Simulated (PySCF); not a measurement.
Computed IR spectrum (relative IR intensity) of a molecule C3H4N2O. The structure is a stationary point at PBE-D3(BJ)/def2-SVP. Other conformers were not sampled. Computed with PBE-D3(BJ)/def2-SVP in PySCF 2.14.0. No scaling factor is applied to the harmonic values.

ν (cm⁻¹): 518 (w), 553 (w), 643 (vw), 866 (w), 956 (vw), 1021 (vw), 1044 (vw), 1076 (vs), 1320 (w), 1333 (vw), 1672 (w), 1769 (s), 2949 (w), 2976 (w), 3099 (w), 3103 (vw) (against the strongest line: vs over 80 %, s over 45 %, m over 15 %, w over 4 %, vw less)…

Question: Which structure fits?
A) C1=NC=NCO1
B) C1=NCN=CO1
C) CO/C=N/C#N
D) [H]/N=c1/[nH]cco1

Answer: B, C1=NCN=CO1
